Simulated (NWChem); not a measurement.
System: C2H8OSi; SMILES COC[SiH3]

Excerpt of the output:

```
             Northwest Computational Chemistry Package (NWChem) 7.3.0
             --------------------------------------------------------

                             Geometry "geometry" -> ""
                             -------------------------

 Output coordinates in angstroms (scale by  1.889725989 to convert to a.u.)

  No.       Tag          Charge          X              Y              Z
 ---- ---------------- ---------- -------------- -------------- --------------
    1 C                    6.0000     0.71315500     1.82275600     0.23793300
    2 O                    8.0000    -0.34685000     1.21222700    -0.45896100
    3 C                    6.0000    -0.85240600     0.05027400     0.17938400
    4 Si                  14.0000     0.19153800    -1.53729400    -0.12404400
    5 H                    1.0000     1.01594600     2.71952000    -0.33708200
    6 H                    1.0000     0.40747800     2.14533200     1.26462400
    7 H                    1.0000     1.60387000     1.15715900     0.34535000
    8 H                    1.0000    -0.99664700     0.21258300     1.27802100
    9 H                    1.0000    -1.86443100    -0.13532900    -0.24179400
   10 H                    1.0000     1.59738100    -1.39695000     0.39377200
   11 H                    1.0000     0.25505100    -1.83012400    -1.59706200
   12 H                    1.0000    -0.46233700    -2.69426500     0.58609000

 Effective nuclear repulsion energy (a.u.)     171.9901639061

                                 NWChem DFT Module
                                 -----------------

 Summary of "ao basis" -> "ao basis" (spherical)
 ------------------------------------------------------------------------------
       Tag                 Description            Shells   Functions and Types
 ---------------- ------------------------------  ------  ---------------------
 C                          def2-svp                 6       14   3s2p1d
 O                          def2-svp                 6       14   3s2p1d
 Si                         def2-svp                 8       18   4s3p1d
 H                          def2-svp                 3        5   2s1p

 in cosmo_initialize ...
 calling solv_data for solv:acetone

[...]

                                COSMO-SMD solvation results
                                ---------------------------

             internal energy in gas <Psi(g)|H|Psi(g)> =      -445.193611843809
         internal energy in solvent <Psi(s)|H|Psi(s)> =      -445.193192637817
                               delta internal energy  =         0.000419205992 (    0.26 kcal/mol)
   total free energy in solvent <Psi(s)|H+V/2|Psi(s)> =      -445.197274073630
 polarization energy contribution <Psi(s)|V/2|Psi(s)> =        -0.004081435813 (   -2.56 kcal/mol)
    total free energy in solvent including G(SMD-CDS) =      -445.197409257112
                       G(SMD-CDS) energy contribution =        -0.000135183482 (   -0.08 kcal/mol)
     1 M fixed-concentration free energy of solvation =        -0.003797413302 (   -2.38 kcal/mol)

                       DFT Final Molecular Orbital Analysis
                       ------------------------------------

 Vector   19  Occ=2.000000D+00  E=-3.483779D-01
              MO Center=  4.4D-01, -9.5D-01, -2.6D-01, r^2= 4.0D+00
   Bfn.  Coefficient  Atom+Function         Bfn.  Coefficient  Atom+Function
  ----- ------------  ---------------      ----- ------------  ---------------
    86      0.270225  10 H  s                91     -0.269518  11 H  s
    52      0.179153   4 Si pz               33     -0.157593   3 C  py
    87      0.155182  10 H  s                92     -0.153598  11 H  s
    20     -0.149014   2 O  pz               51      0.145626   4 Si py
    55      0.131327   4 Si pz               66      0.130151   6 H  s

 Vector   20  Occ=2.000000D+00  E=-3.256832D-01
              MO Center= -1.9D-01,  7.4D-01, -1.3D-01, r^2= 3.1D+00
   Bfn.  Coefficient  Atom+Function         Bfn.  Coefficient  Atom+Function
  ----- ------------  ---------------      ----- ------------  ---------------
    20      0.407094   2 O  pz               23      0.303031   2 O  pz
    34     -0.195945   3 C  pz                6     -0.193584   1 C  pz
    76     -0.174789   8 H  s                17     -0.172409   2 O  s
    81      0.163561   9 H  s                61      0.146871   5 H  s
    66     -0.137161   6 H  s                16     -0.128737   2 O  s

 Vector   21  Occ=2.000000D+00  E=-2.554777D-01
              MO Center= -2.0D-01,  6.4D-01, -8.4D-02, r^2= 2.7D+00
   Bfn.  Coefficient  Atom+Function         Bfn.  Coefficient  Atom+Function
  ----- ------------  ---------------      ----- ------------  ---------------
    18      0.345744   2 O  px               19     -0.305582   2 O  py
    21      0.270799   2 O  px               22     -0.257440   2 O  py
    20     -0.225168   2 O  pz               23     -0.173861   2 O  pz
    51     -0.164936   4 Si py               71     -0.164353   7 H  s
    45     -0.159668   4 Si s                32     -0.156559   3 C  px

 Vector   22  Occ=0.000000D+00  E= 4.160523D-02
              MO Center=  1.9D-01, -9.8D-01,  1.7D-02, r^2= 5.5D+00
   Bfn.  Coefficient  Atom+Function         Bfn.  Coefficient  Atom+Function
  ----- ------------  ---------------      ----- ------------  ---------------
    31      1.350339   3 C  s                54     -1.167049   4 Si py
    97     -0.673172  12 H  s                 3      0.565603   1 C  s
    77     -0.450399   8 H  s                36     -0.415804   3 C  py
    82     -0.409225   9 H  s                53      0.368010   4 Si px
    72     -0.368919   7 H  s                67     -0.302077   6 H  s

[...]
```

Level: PBE0/def2-SVP, SMD on the gas-phase geometry. The geometry was optimised at PBE-D3(BJ)/def2-SVP. Solvent: acetone.

**Question.** Which NWChem input produces such a log?

**Answer.** One answer among several that fit: the input that was run:
```
start job
memory heap 200 mb stack 900 mb global 1100 mb
geometry units angstroms noautosym nocenter noautoz
  C      0.713155     1.822756     0.237933
  O     -0.346850     1.212227    -0.458961
  C     -0.852406     0.050274     0.179384
  Si     0.191538    -1.537294    -0.124044
  H      1.015946     2.719520    -0.337082
  H      0.407478     2.145332     1.264624
  H      1.603870     1.157159     0.345350
  H     -0.996647     0.212583     1.278021
  H     -1.864431    -0.135329    -0.241794
  H      1.597381    -1.396950     0.393772
  H      0.255051    -1.830124    -1.597062
  H     -0.462337    -2.694265     0.586090
end
basis spherical
  C library def2-svp
  O library def2-svp
  Si library def2-svp
  H library def2-svp
end
dft
  xc pbe0
  iterations 150
end
cosmo
  do_cosmo_smd true
  solvent acetone
end
task dft energy
```
